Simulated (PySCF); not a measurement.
## Computed properties of C₃H₇NOSi, SMILES C#CCN[SiH2]O

C3H7NOSi, SMILES C#CCN[SiH2]O. The structure is a stationary point at PBE0-D3(BJ)/def2-SVP. The structure was generated by enumeration, and PubChem lists no compound with its InChIKey, so it may never have been made. One conformer was computed; it need not be the lowest. All values are computed for the isolated molecule unless a solvent is named; none is compared with measurement here.

**Structure.** All 33 harmonic modes at PBE0-D3(BJ)/def2-SVP (PySCF) are real, so it is a minimum. With heavy atoms numbered as in [CH:1]#[C:2][CH2:3][NH:4][SiH2:5][OH:6], the shortest bond between them is C1–C2 at 1.212 Å and the longest N4–Si5 at 1.738 Å.

**Vibrations.** The strongest infrared lines (harmonic, unscaled, degenerate partners summed) lie at 933 cm⁻¹ (250 km/mol, H 86 %, Si 11 %), 958 cm⁻¹ (206 km/mol, H 73 %, Si 19 %), 2288 cm⁻¹ (133 km/mol, H 97 %). The softest mode is at 56 cm⁻¹ and the zero-point energy is 60.5 kcal/mol.

**Electronic structure.** CAM-B3LYP/def2-TZVP (PySCF) places the frontier levels at -8.84 and 1.33 eV, a gap of 10.17 eV, and gives a dipole moment of 1.98 D and a mean polarisability of 66.9 bohr³. PBE/def2-TZVP (PySCF) at the same geometry gives -6.01 and -0.65 eV, so its gap is 4.81 eV narrower. An orbital gap is neither the optical nor the fundamental gap.

**Excitations.** TDDFT-PBE0/def2-SVPD (PySCF) has S1 at 6.33 eV (196 nm, f = 0.035, weak); the most intense of the 10 singlets computed lies at 7.55 eV (f = 0.07). T1 (TDA) is at 5.21 eV. TDDFT-PBE/def2-SVPD (PySCF) puts S1 at 5.49 eV. No vertical singlet excitation falls in the visible range (under 3.1 eV).

**NMR.** GIAO shifts at KT2/pcSseg-1 (PySCF) (non-relativistic, atoms alike by connectivity averaged): ¹³C from 40.0 to 86.0 ppm against TMS; ¹H from 1.7 to 5.2 ppm against TMS; ²⁹Si at -19.9 ppm against TMS.
